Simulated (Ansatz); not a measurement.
Input and output for `c1ccc(-c2ccc(-c3ccc(-c4ccc(-c5ccc(-c6ccc(-c7ccccc7)cc6)cc5)cc4)cc3)cc2)cc1`.

```yaml
crystal:
  periodic: [false, false, false]
  atoms:
    - {symbol: C, position_ang: [-14.419877, -0.351352, 0.785494]}
    - {symbol: C, position_ang: [-13.681048, -1.545893, 0.800759]}
    - {symbol: C, position_ang: [-12.282319, -1.511644, 0.724928]}
    - {symbol: C, position_ang: [-11.588140, -0.282507, 0.631417]}
    - {symbol: C, position_ang: [-10.108042, -0.246532, 0.550971]}
    - {symbol: C, position_ang: [-9.439115, 0.727484, -0.225630]}
    - {symbol: C, position_ang: [-8.043978, 0.759975, -0.303608]}
    - {symbol: C, position_ang: [-7.248081, -0.177008, 0.395377]}
    - {symbol: C, position_ang: [-5.770232, -0.141159, 0.314837]}
    - {symbol: C, position_ang: [-5.108457, 0.252746, -0.870941]}
    - {symbol: C, position_ang: [-3.713668, 0.284620, -0.947369]}
    - {symbol: C, position_ang: [-2.907601, -0.071634, 0.158705]}
    - {symbol: C, position_ang: [-1.429621, -0.035635, 0.078135]}
    - {symbol: C, position_ang: [-0.760876, 0.885933, -0.760593]}
    - {symbol: C, position_ang: [0.633812, 0.918442, -0.838925]}
    - {symbol: C, position_ang: [1.432298, 0.034202, -0.077859]}
    - {symbol: C, position_ang: [2.910055, 0.070235, -0.158456]}
    - {symbol: C, position_ang: [3.712693, -0.188678, 0.976284]}
    - {symbol: C, position_ang: [5.107678, -0.151121, 0.900947]}
    - {symbol: C, position_ang: [5.768747, 0.140112, -0.314400]}
    - {symbol: C, position_ang: [7.246813, 0.176460, -0.394981]}
    - {symbol: C, position_ang: [8.029168, 0.644239, 0.685792]}
    - {symbol: C, position_ang: [9.424227, 0.680000, 0.608863]}
    - {symbol: C, position_ang: [10.107123, 0.247053, -0.550936]}
    - {symbol: C, position_ang: [11.587244, 0.283649, -0.631689]}
    - {symbol: C, position_ang: [12.243493, 0.545025, -1.857529]}
    - {symbol: C, position_ang: [13.642121, 0.579118, -1.934267]}
    - {symbol: C, position_ang: [14.419398, 0.353732, -0.786246]}
    - {symbol: C, position_ang: [13.783657, 0.093273, 0.438892]}
    - {symbol: C, position_ang: [12.385007, 0.058066, 0.514770]}
    - {symbol: C, position_ang: [9.324364, -0.222112, -1.630789]}
    - {symbol: C, position_ang: [7.929146, -0.255255, -1.555585]}
    - {symbol: C, position_ang: [4.966076, 0.395723, -1.449884]}
    - {symbol: C, position_ang: [3.571015, 0.364722, -1.373072]}
    - {symbol: C, position_ang: [0.765147, -0.885891, 0.762976]}
    - {symbol: C, position_ang: [-0.629719, -0.921355, 0.836836]}
    - {symbol: C, position_ang: [-3.570487, -0.463591, 1.344885]}
    - {symbol: C, position_ang: [-4.965223, -0.499450, 1.420625]}
    - {symbol: C, position_ang: [-7.917178, -1.149721, 1.173892]}
    - {symbol: C, position_ang: [-9.312454, -1.184814, 1.248122]}
    - {symbol: C, position_ang: [-12.347084, 0.911324, 0.616748]}
    - {symbol: C, position_ang: [-13.745790, 0.877552, 0.693107]}
    - {symbol: H, position_ang: [-15.518576, -0.378037, 0.844952]}
    - {symbol: H, position_ang: [-14.198926, -2.515929, 0.862368]}
    - {symbol: H, position_ang: [-11.716032, -2.455718, 0.709259]}
    - {symbol: H, position_ang: [-10.026697, 1.463462, -0.795765]}
    - {symbol: H, position_ang: [-7.557056, 1.542368, -0.905914]}
    - {symbol: H, position_ang: [-5.701284, 0.502374, -1.763905]}
    - {symbol: H, position_ang: [-3.236345, 0.557144, -1.900586]}
    - {symbol: H, position_ang: [-1.346330, 1.618269, -1.336376]}
    - {symbol: H, position_ang: [1.119731, 1.673093, -1.475698]}
    - {symbol: H, position_ang: [3.230420, -0.404641, 1.941776]}
    - {symbol: H, position_ang: [5.702125, -0.371555, 1.800605]}
    - {symbol: H, position_ang: [7.529986, 1.024023, 1.590176]}
    - {symbol: H, position_ang: [9.998482, 1.088318, 1.454264]}
    - {symbol: H, position_ang: [11.645459, 0.751963, -2.758486]}
    - {symbol: H, position_ang: [14.128887, 0.793848, -2.898724]}
    - {symbol: H, position_ang: [15.518062, 0.380873, -0.846188]}
    - {symbol: H, position_ang: [14.382386, -0.094614, 1.344113]}
    - {symbol: H, position_ang: [11.899398, -0.175417, 1.474893]}
    - {symbol: H, position_ang: [9.822733, -0.604012, -2.534652]}
    - {symbol: H, position_ang: [7.353939, -0.661454, -2.401440]}
    - {symbol: H, position_ang: [5.447768, 0.642596, -2.408202]}
    - {symbol: H, position_ang: [2.976664, 0.554217, -2.279843]}
    - {symbol: H, position_ang: [1.353509, -1.614386, 1.341107]}
    - {symbol: H, position_ang: [-1.112824, -1.679753, 1.470924]}
    - {symbol: H, position_ang: [-2.979748, -0.710429, 2.239778]}
    - {symbol: H, position_ang: [-5.444651, -0.774917, 2.372149]}
    - {symbol: H, position_ang: [-7.330470, -1.906263, 1.717369]}
    - {symbol: H, position_ang: [-9.798415, -1.946627, 1.876965]}
    - {symbol: H, position_ang: [-11.828828, 1.881750, 0.573473]}
    - {symbol: H, position_ang: [-14.313658, 1.821142, 0.691018]}
basis:
  gaussian: {orbitals: "6-31G*", fitting: {mean_field: def2-universal-jkfit}, nuclear_model: gaussian}
hamiltonian: {xc: {name: BHLYP}, dispersion: d3bj}
```

```sh
$ ansatz run in.yaml --threads 2 --pin off --events-out ev --progress --plain --max-ram 32768MiB --backend cuda --devices 0, --max-vram 18GiB
```

Shortened log:

```
Functional definition: BHLYP
3690 factors; integrals over basis functions are off by at most 5.4e-2 eV
mean field evaluation 1: about -43997.9174 eV, gradient 8.4e1 eV
mean field evaluation 2: about -44009.4988 eV, gradient 5.3e1 eV
mean field evaluation 4: about -44016.5231 eV, gradient 3.2e0 eV
mean field evaluation 8: about -44016.5282 eV, gradient 6.1e-2 eV
mean field evaluation 16: about -44016.5282 eV, gradient 5.0e-5 eV
mean field -44016.52823569 eV, -1617.5775771873 hartree, gradient 5.0e-5 eV, S^2 0.000000; 0 other end points of the search recorded, 0 dependent functions left out
reference -44016.52872721 eV, -1617.5775952501 hartree; 141, 141 occupied and 549, 549 virtual orbitals, 3690 factors
Total energy: -44020.24301147 eV, -1617.7140926792 hartree
```

It took 12 s on 2 threads of AMD EPYC 7R13 on a shared host and a share (18 GiB) of an NVIDIA H100 80GB HBM3, peak host memory 1.1 GiB.

The 6-31G sets use Cartesian d functions.
